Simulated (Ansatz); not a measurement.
hydrogen peroxide (H2O2), singlet, at a GFN2-xTB geometry; B3LYP/pcseg-2 (Ansatz, a first-principles code).

The Ansatz input:
Ansatz 0.2 input:
```yaml
crystal:
  periodic: [false, false, false]
  atoms:
    - {symbol: O, position_ang: [-0.02311961, 0.70996455, -0.01256427]}
    - {symbol: O, position_ang: [0.02311961, -0.70996455, 0.01256427]}
    - {symbol: H, position_ang: [0.91389752, 0.94248526, -0.03262698]}
    - {symbol: H, position_ang: [-0.91389752, -0.94248526, 0.03262698]}
basis:
  gaussian:
    orbitals: pcseg-2
hamiltonian:
  xc: b3lyp
```

It wrote (shortened):

```
Functional definition: B3LYP
412 factors; their error is unknown
mean field evaluation 1: about -4122.8393 eV, gradient 4.2e1 eV
mean field evaluation 2: about -4120.6152 eV, gradient 5.6e1 eV
mean field evaluation 4: about -4125.7242 eV, gradient 3.5e-1 eV
mean field evaluation 8: about -4125.7411 eV, gradient 3.1e-3 eV
mean field -4125.74112740 eV, -151.6181899040 hartree, gradient 6.6e-5 eV, S^2 0.000000; 0 other end points of the search recorded, 0 dependent functions left out
reference -4125.74127952 eV, -151.6181954946 hartree; 9, 9 occupied and 79, 79 virtual orbitals, 412 factors
Total energy: -4125.74127952 eV, -151.6181954946 hartree
```
